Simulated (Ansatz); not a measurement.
`N[SiH2][Al]([OH])[Cl]` → Al• + Cl• + 5 H• + N• + O• + Si•  (atomization)

Computed with Ansatz on PBE0-D4/def2-TZVP structures; ΔE is electronic, products minus reactants. CCSD(T)/CBS adds triple-zeta CCSD(T) − MP2 to the extrapolated MP2 energy (def2 sets, frozen cores). This one scheme is used for every species, atoms too. DFT in def2-TZVPP. B3LYP here is the variant with VWN-RPA as its local correlation; programs differ in this. No spin–orbit coupling; open shells (•) take unrestricted orbitals. Spin–orbit coupling would lower the free atoms: a little for Al, Cl, O, Si. Each species was taken in one conformer, which may not be the lowest.

`N[SiH2][Al]([OH])[Cl]`:

Cartesian coordinates in Å:
```
N -0.557 1.430 -1.557
Si 0.669 0.655 -0.612
Al -0.147 -0.984 1.025
O 0.893 -1.871 2.020
Cl -2.227 -1.318 1.219
H -1.204 2.041 -1.083
H -1.055 0.870 -2.232
H 1.601 -0.025 -1.554
H 1.426 1.717 0.108
H 0.601 -2.514 2.666
```

CCSD(T)/CBS gives +3375.6 kJ/mol.

(1) Another level gave +3369.9 kJ/mol. Which?
A. ωB97M-V/def2-TZVPP
B. B3LYP-D4/def2-TZVPP
C. B3LYP/def2-TZVPP
D. PBE0-D4/def2-TZVPP

Largest T1 diagnostic among the species: 0.018.

Answers

(1) A. ωB97M-V 3369.9, PBE0-D4 3325.4, B3LYP-D4 3346.2, B3LYP 3311.3 kJ/mol.

The D4 term adds +34.9 kJ/mol with B3LYP and +18.7 kJ/mol with PBE0; it sums over pairs of atoms, weighted by their polarisabilities, and B3LYP, whose exchange is more repulsive, gets the larger term. From PBE to PBE0 (25 % exact exchange), in def2-TZVPP and without D4, ΔE moves by −55.4 kJ/mol: exact exchange takes away binding that semilocal exchange gives to molecules. In def2-TZVPP, CCSD(T) changes the Hartree–Fock value by +864.8 kJ/mol (the triples alone add +50.2 kJ/mol) and MP2 by +924.9 kJ/mol; breaking electron pairs costs correlation energy, which Hartree–Fock lacks.

For atomizations the MP2-based limit and the directly extrapolated one differ by several kJ/mol either way, and by 10 to 25 for some Ge, Se and Sn compounds, so smaller differences from it don't rank the levels.
